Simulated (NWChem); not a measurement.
Species: Si₂H₄S, singlet; SMILES [SiH3][Si]S

```xyz
7

Si    -1.1654     0.1316     0.0013
S      0.4712     1.4969     0.0006
H     -0.2399     2.6524     0.0012
Si     0.3021    -1.7790     0.0020
H      1.7679    -1.4695    -0.0043
H     -0.0164    -2.6177    -1.1997
H     -0.0078    -2.6084     1.2125
```
Atoms are numbered in this order, from 1.

Low-valent species are run as closed-shell singlets; no triplet was tried in these runs. The geometry was optimised at PBE0/def2-SVP.

**Question.** Give the principal values of the shielding tensors (ppm) of Si1, S2, Si4 from BHandHLYP/pcSseg-1, GIAO (NWChem), with their diamagnetic and paramagnetic parts as GIAO splits them.

**Answer.** 
```json
[
 {"atom": "Si1", "σ11": "-1403.6", "σ22": "-116.1", "σ33": "460.6", "isotropic": "-353.0", "diamagnetic": "875.5", "paramagnetic": "-1228.5"},
 {"atom": "S2", "σ11": "-537.2", "σ22": "454.4", "σ33": "576.1", "isotropic": "164.4", "diamagnetic": "1057.5", "paramagnetic": "-893.0"},
 {"atom": "Si4", "σ11": "397.1", "σ22": "435.1", "σ33": "472.6", "isotropic": "434.9", "diamagnetic": "880.0", "paramagnetic": "-445.1"}
]
```
